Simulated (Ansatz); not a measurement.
The same path of BrGeH3 + FH (7 atoms, charge 0, multiplicity 1) was run twice with different band settings. Lost on the way: Ge1–Br2, H6–F7. Made: Ge1–F7, Br2–H6.

Computed with RKS B3LYP/def2-SVP (Ansatz).

Relaxed end points:

```xyz
7
Properties=species:S:1:pos:R:3
Ge -0.892 0.210 -0.246
Br 0.109 0.406 1.887
H -0.803 -1.267 -0.641
H -2.346 0.668 -0.048
H -0.118 1.144 -1.182
H 1.903 -0.444 0.545
F 2.148 -0.716 -0.315
```

```xyz
7
Properties=species:S:1:pos:R:3
Ge -0.737 -0.130 -0.872
Br 1.815 0.866 2.603
H -1.056 -1.144 -1.981
H -1.860 -0.008 0.169
H -0.266 1.225 -1.418
H 1.453 0.006 1.507
F 0.652 -0.816 -0.009
```

Common settings: movable images 5; climbing image yes; optimiser quadratic models (default); start path through a guess of the saddle point; force threshold 0.05 eV/Å; iteration limit 60; end points relaxed.

| run | spring |
| --- | --- |
| 1 | 5.0 eV/Å² |
| 2 | 0.1 eV/Å² |

(1) What does each run give, and how far can it be trusted?

Answers

(1) Run 1: converged after 17 iterations, highest image 1.078 eV above the first end. A vibrational analysis at the climbing image gives one clearly imaginary mode, 249i cm⁻¹: a first-order saddle point.
Run 2: converged after 16 iterations, highest image 1.077 eV above the first end. Another band between the same ends (5 images) ends at a top of the same energy, where a vibrational analysis finds 1 clearly imaginary mode.
The orbitals stay closed-shell, which can raise the energy where a bond breaks towards radicals; this wasn't checked here.
